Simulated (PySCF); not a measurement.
C₄H₉NO₂Si.
SMILES: `C(CCO[SiH2]OC)#N`

Torsions of this conformer, `[CH3:1][O:2][SiH2:3][O:4][CH2:5][CH2:6][C:7]#[N:8]`: C1–O2–Si3–O4 177°, O2–Si3–O4–C5 54°, Si3–O4–C5–C6 -169°, O4–C5–C6–C7 -178°.

The closed-shell ground state was solved at several levels (PySCF, density fitting, gas phase, non-relativistic). One conformer (not necessarily the lowest) at the GFN2-xTB geometry, without solvent, vibrations or thermal averaging.

```csv
level,basis functions,total energy (Eh),HOMO (eV),LUMO (eV),gap (eV),dipole (D)
wB97X-D/def2-SVPD,242,-652.1031,-10.34,1.86,12.20,4.57
PBE0/def2-SVPD,242,-651.6936,-8.42,0.20,8.62,4.51
```

What might PBE0/pcSseg-1 (188 basis functions) give for the same quantities?

Total energy -651.9837 Eh, HOMO -8.38 eV, LUMO 0.61 eV, gap 8.99 eV, dipole 4.58 D.

Over all these levels, which gives the widest orbital gap and which the narrowest?

wB97X-D/def2-SVPD (range-separated hybrid) has the widest, 12.20 eV, and PBE0/def2-SVPD (global hybrid, 25 % exact exchange) the narrowest, 8.62 eV. The two share the basis. From the narrowest to the widest the HOMO moves by -1.92 eV and the LUMO by +1.66 eV.

How far do the dipole and the HOMO energy spread over the levels?

The dipole runs from 4.51 to 4.58 D (mean 4.56 D) and the HOMO from -10.34 to -8.38 eV.

wB97X-D is run here without its empirical dispersion term; that term would change no orbital, density or response property at a fixed geometry.
